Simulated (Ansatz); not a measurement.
A nudged elastic band was laid between two geometries of GaH4NO (7 atoms, charge 0, multiplicity 1).

The calculation used RKS PBE-D4/def2-SVP in Ansatz.

```json
{
 "movable images": "7",
 "climbing image": "yes",
 "spring": "5.0 eV/Å²",
 "optimiser": "quadratic models (default)",
 "start path": "through a guess of the saddle point",
 "force threshold": "0.05 eV/Å",
 "iteration limit": "60",
 "end points": "relaxed"
}
```

Initial state:

```xyz
7
Properties=species:S:1:pos:R:3
Ga 0.114 -0.285 0.300
H 0.033 -0.739 1.796
O 1.659 0.028 -0.588
H 2.438 -0.121 -0.024
N -1.331 -0.003 -0.761
H -2.300 -0.122 -0.470
H -1.251 0.291 -1.735
```

Final state:

```xyz
7
Properties=species:S:1:pos:R:3
Ga -0.326 1.255 0.650
H 1.450 -0.967 1.036
O 1.336 -0.317 0.316
H 0.521 -0.626 -0.261
N -0.906 -0.062 -0.790
H -1.829 -0.503 -0.666
H -0.884 0.268 -1.767
```

(1) What changes between the two ends?

(2) Give the energies along the band, and the barrier.

(3) What is the geometry of the highest image?

Results:

(1) Bonds broken: Ga1–H2, Ga1–O3. Bonds formed: H2–O3.

(2) The run converged. The highest image is number 3 of 0 to 8, 48.2 kcal/mol above the first end and 37.6 kcal/mol above the last; the last end lies 10.6 kcal/mol above the first. Neighbouring images differ by up to 1.3 eV, so the band resolves the path poorly. A vibrational analysis at the climbing image gives one clearly imaginary mode, 1110i cm⁻¹: a first-order saddle point. The orbitals stay closed-shell, which can raise the energy where a bond breaks towards radicals; this wasn't checked here.

```tsv
image	path coordinate (Å)	energy (kcal/mol)	Ga1–H2 (Å)	Ga1–O3 (Å)	H2–O3 (Å)
0	0.00	0.0	1.57	1.81	2.99
1	0.65	3.9	1.56	1.81	2.82
2	1.30	23.4	1.54	1.84	2.26
3	1.94	48.2	1.62	2.01	1.53
4	2.64	17.7	2.17	2.37	1.00
5	3.33	13.8	2.71	2.45	0.98
6	4.03	12.8	2.82	2.44	0.98
7	4.72	11.1	2.85	2.41	0.98
8	5.42	10.6	2.87	2.31	0.98
```

(3) 
```xyz
7
Properties=species:S:1:pos:R:3:forces:R:3
Ga -0.341 -0.248 0.634 0.00 0.01 0.01
H 1.042 -0.457 1.455 -0.01 -0.01 0.01
O 1.555 0.230 0.184 0.00 0.00 0.00
H 2.011 -0.418 -0.397 0.00 0.00 0.00
N -1.398 -0.193 -0.867 0.01 0.00 -0.03
H -2.419 -0.243 -0.831 0.00 0.00 0.01
H -1.087 0.378 -1.660 -0.01 0.00 0.00
```

The run took 3.3 min on 1 thread of Arm Neoverse V1 (shared host), peak memory 0.12 GiB.
